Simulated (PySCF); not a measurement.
**A survey of 29Si NMR shifts**

Method: GFN2-xTB structure, shielding tensors at PBE0/pcSseg-1 (GIAO), in PySCF 2.14.0 with density-fitted response routines (gas phase, equivalent nuclei averaged, no relativistic terms, one conformer).

Shieldings were converted by a linear fit to measured shifts: 29Si (scatter 8.9 ppm rms, 25.8 ppm with the 6 outliers that the fit left out vs TMS, solution or neat liquid). Occasional misses reach two or three times the rms, and more in compound classes unlike the fitted ones.

**Question.** Give the 29Si shifts of `C[C@@H](F)[C@H]1CC[Si@H]1C(=O)O`, `C=CC[SiH2][SiH2]O[SiH3]`, `CC[Si@@H]1O[C@H](OC)C=C1F`, `CS[Si@@H]1[SiH2][SiH2][SiH2][Si@H]1O`, `CS[Si@H]1[SiH2][Si@H](O[SiH3])[SiH2]1`.

**Answer.** 
| compound | environment | δ (ppm) |
| --- | --- | --- |
| C[C@@H](F)[C@H]1CC[Si@H]1C(=O)O | silicon bonded to 3 C, H, in a 4-membered ring | -24.4 |
| [CH2:1]=[CH:2][CH2:3][SiH2:4][SiH2:5][O:6][SiH3:7] | Si5: silicon bonded to O, Si, 2 H | -31.3 |
| [CH2:1]=[CH:2][CH2:3][SiH2:4][SiH2:5][O:6][SiH3:7] | Si7: silicon bonded to O, 3 H | -42.7 |
| [CH2:1]=[CH:2][CH2:3][SiH2:4][SiH2:5][O:6][SiH3:7] | Si4: silicon bonded to C, Si, 2 H | -68.2 |
| CC[Si@@H]1O[C@H](OC)C=C1F | silicon bonded to 2 C, O, H, in a 5-membered ring | -11.3 |
| [CH3:1][S:2][Si@@H:3]1[SiH2:4][SiH2:5][SiH2:6][Si@H:7]1[OH:8] | Si7: silicon bonded to O, 2 Si, H, in a 5-membered ring | -2.0 |
| [CH3:1][S:2][Si@@H:3]1[SiH2:4][SiH2:5][SiH2:6][Si@H:7]1[OH:8] | Si3: silicon bonded to S, 2 Si, H, in a 5-membered ring | -39.2 |
| [CH3:1][S:2][Si@@H:3]1[SiH2:4][SiH2:5][SiH2:6][Si@H:7]1[OH:8] | Si5: silicon bonded to 2 Si, 2 H, in a 5-membered ring | -110.0 |
| [CH3:1][S:2][Si@@H:3]1[SiH2:4][SiH2:5][SiH2:6][Si@H:7]1[OH:8] | Si6: silicon bonded to 2 Si, 2 H, in a 5-membered ring | -111.2 |
| [CH3:1][S:2][Si@@H:3]1[SiH2:4][SiH2:5][SiH2:6][Si@H:7]1[OH:8] | Si4: silicon bonded to 2 Si, 2 H, in a 5-membered ring | -111.8 |
| [CH3:1][S:2][Si@H:3]1[SiH2:4][Si@H:5]([O:6][SiH3:7])[SiH2:8]1 | Si5: silicon bonded to O, 2 Si, H, in a 4-membered ring | 0.0 |
| [CH3:1][S:2][Si@H:3]1[SiH2:4][Si@H:5]([O:6][SiH3:7])[SiH2:8]1 | Si3: silicon bonded to S, 2 Si, H, in a 4-membered ring | -28.7 |
| [CH3:1][S:2][Si@H:3]1[SiH2:4][Si@H:5]([O:6][SiH3:7])[SiH2:8]1 | Si7: silicon bonded to O, 3 H | -43.3 |
| [CH3:1][S:2][Si@H:3]1[SiH2:4][Si@H:5]([O:6][SiH3:7])[SiH2:8]1 | Si4/8: silicon bonded to 2 Si, 2 H, in a 4-membered ring (×2) | -76.1 |
